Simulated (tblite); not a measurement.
Compound: C2H8ClNOSi2.
Numbering: `[CH3:1][C:2](=[O:3])[NH:4][SiH2:5][SiH2:6][Cl:7]` (hydrogens: H8, H9, H10 on C1; H11 on N4; H12, H13 on Si5; H14, H15 on Si6)

Computed with GFN2-xTB (tblite), gas phase: nudged elastic band of 9 images (0 to 8), spring 0.2 eV/Å², climbing image at the end, force threshold 0.05 eV/Å. The top image wasn't refined or checked by frequencies; at this threshold it can lie a kcal/mol or more above the true saddle point of the method.

The band describes a rotation about Si5–Si6 (SiH2 silicon, chlorine-bound silicon), followed by the dihedral N4–Si5–Si6–Cl7, from the optimised start (180°) to a second optimised geometry at -66°.

Q: Give the energy profile along the converged band.

A: 
| image | dihedral (°) | E (kJ/mol) | Si5–Si6 (Å) | N4···Cl7 (Å) | largest true force (eV/Å) |
| --- | --- | --- | --- | --- | --- |
| 0 | 180 | 0.00 | 2.311 | 4.90 | 0.01 |
| 1 | -167 | 2.27 | 2.312 | 4.89 | 0.04 |
| 2 | -152 | 9.50 | 2.315 | 4.87 | 0.08 |
| 3 | -137 | 18.52 | 2.319 | 4.83 | 0.08 |
| 4 | -122 | 24.49 | 2.324 | 4.74 | 0.05 |
| 5 | -112 | 25.24 | 2.324 | 4.63 | 0.05 |
| 6 | -96 | 19.69 | 2.317 | 4.40 | 0.06 |
| 7 | -81 | 15.32 | 2.314 | 4.20 | 0.03 |
| 8 | -66 | 14.37 | 2.311 | 4.09 | 0.01 |

Barriers of this band. The top is image 5 at -112°: 25.24 kJ/mol forward and 10.87 kJ/mol back; the end lies 14.37 kJ/mol above the start. The central bond is 0.013 Å longer at the top than at the start.

Q: What rate follows at 298 K for crossing this barrier forward?

A: Taking the electronic barrier for the free energy of activation (no zero-point or entropy terms, transmission 1), rate = (kT/h)·exp(−ΔE/kT) ≈ 2 × 10^8 s⁻¹, whose inverse is 4 × 10^-9 s. An error of 1 kcal/mol in the barrier changes this by a factor of 5, and the method and the loose band can each miss by that much or more.

Q: How would the two end points share their population at 298 K, from these energies alone?

A: exp(−ΔE/kT) with ΔE = 0.149 eV gives 0.003 for the higher one (end) against 1 for the lower, without vibrational, rotational or degeneracy terms.

Q: How long is the path, and how are the images spaced?

A: Cartesian distances between aligned neighbours (all atoms, Å): 0.71, 0.71, 0.73, 0.74, 0.61, 0.89, 0.77, 0.67; the sum is 5.82 Å, and the top lies 60 % of the way along.

What follows is the cost of the whole band run. On one thread of an Arm Neoverse V1, no GPU, shared host with 32 logical CPUs at a one-minute load of 10, this took 5.8 s wall and 0.19 GiB of memory at its peak.
